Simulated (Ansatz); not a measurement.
Geometry optimisation, Ansatz, RKS B3LYP/def2-SVP.

The input (input.yaml):

```yaml
crystal:
  periodic: [false, false, false]
  atoms:
    - { symbol: "N", position_ang: [2.17926, 1.02127, -0.0845] }
    - { symbol: Si, position_ang: [0.95516, 0.00365, 0.18305] }
    - { symbol: F, position_ang: [1.50724, -1.3084, 0.94126] }
    - { symbol: Si, position_ang: [-1.29732, -0.36801, -0.06914] }
    - { symbol: H, position_ang: [2.08738, 1.91351, -0.54398] }
    - { symbol: H, position_ang: [-2.03064, 0.71916, 0.59807] }
    - { symbol: H, position_ang: [-1.6224, -0.33732, -1.50372] }
    - { symbol: H, position_ang: [-1.77867, -1.64387, 0.47897] }
basis:
  gaussian: { orbitals: def2-SVP }
hamiltonian:
  xc: b3lyp
relax:
  f_tol: 0.02
  max_steps: 40
scf:
  lower_state_search: "off"
```

Command:

```bash
$ ansatz run input.yaml --threads 2 --pin off --max-ram 3072MiB --backend cpu --events-out ev --progress --plain --runs-dir out
```

Where does it end, and by what steps?

The run converged. After 4 steps the energy has fallen by 0.133 eV; H5 moved furthest, 0.18 Å.

| step | energy less start (eV) | largest force component (eV/Å) | accepted |
| --- | --- | --- | --- |
| 0 | 0.0000 | 1.709 | yes |
| 1 | -0.0958 | 0.928 | yes |
| 2 | -0.1205 | 0.531 | yes |
| 3 | -0.1323 | 0.044 | yes |
| 4 | -0.1326 | 0.018 | yes |

```xyz
8
Properties=species:S:1:pos:R:3
N 2.120 1.036 -0.102
Si 1.028 -0.073 0.235
F 1.541 -1.410 0.997
Si -1.295 -0.336 -0.084
H 1.910 1.911 -0.576
H -1.993 0.794 0.592
H -1.578 -0.283 -1.547
H -1.733 -1.638 0.486
```

Whether the end is a true minimum wasn't checked by a vibrational analysis.

Time of the run: 10 s on 2 threads of Arm Neoverse N1, on a shared host, peak memory 0.14 GiB.
